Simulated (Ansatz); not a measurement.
**Question.** Name a neutral molecule of Al, B, C, Cl, O and H with size of the dipole moment (ωB97M-V/def2-TZVPP) between 1.65 and 1.95 D and HOMO energy (PBE/def2-TZVPP) between -6.45 and -6.15 eV (Ansatz, PBE0-D4/def2-TZVP geometry).

**Answer.** `C[CH]([AlH2])B(O)Cl` (1.80 D, -6.18 eV); `[AlH2][C]1(Cl)BO1` (1.69 D, -6.27 eV). Other molecules can fit too; these were computed, each in one conformer that needn't be the lowest.
